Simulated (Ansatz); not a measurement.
Potential energy curve for SiAl (cation, charge +1), lowest triplet found (which spin is the ground state isn't settled by this scan).

Methods: UKS-PBE = unrestricted PBE/aug-cc-pVDZ (Ansatz, a quantum-chemistry and plane-wave program); UKS-CAM-B3LYP = unrestricted CAM-B3LYP/aug-cc-pVDZ run with Ansatz; FCI = full CI/aug-cc-pVDZ, frozen core (Ansatz).

Energies relative to the lowest point of each curve between 2.49 and 3.38 Å, where full CI is lowest, in kcal/mol; the last columns give the error against full CI:

| R / Å | UKS-PBE | UKS-CAM-B3LYP | FCI | UKS-PBE − FCI | UKS-CAM-B3LYP − FCI |
|---|---|---|---|---|---|
| 2.49 | 2.4 | 4.2 | 5.4 | -3.1 | -1.2 |
| 2.64 | 0.7 | 1.1 | 1.7 | -0.9 | -0.6 |
| 2.76 | 0.0 | 0.1 | 0.3 | -0.3 | -0.3 |
| 2.93 | 0.4 | 0.0 | 0.0 | 0.4 | 0.0 |
| 3.10 | 1.6 | 0.9 | 0.7 | 0.9 | 0.2 |
| 3.38 | 4.4 | 3.2 | 2.7 | 1.6 | 0.5 |
| 3.72 | 7.9 | 6.5 | 5.7 | 2.2 | 0.8 |
| 4.13 | 11.5 | 10.1 | 8.9 | 2.6 | 1.2 |
| 4.55 | 14.4 | 13.1 | 11.6 | 2.8 | 1.6 |
| 5.14 | 17.1 | 16.2 | 14.1 | 3.0 | 2.1 |
| 5.79 | 18.6 | 18.3 | 15.6 | 2.9 | 2.7 |
| 6.67 | 18.9 | 19.7 | 16.6 | 2.3 | 3.1 |
| 7.81 | 18.4 | 20.4 | 17.2 | 1.2 | 3.2 |

UKS-PBE is furthest from FCI at 2.49 (-3.1 kcal/mol, below); its mean absolute error over the points is 1.9 kcal/mol.

UKS-CAM-B3LYP is furthest from FCI at 7.81 (3.2 kcal/mol, above); its mean absolute error over the points is 1.3 kcal/mol.

The scan ran from 1.67 to 7.81 Å; beyond the distances shown full CI changes its symmetry label.
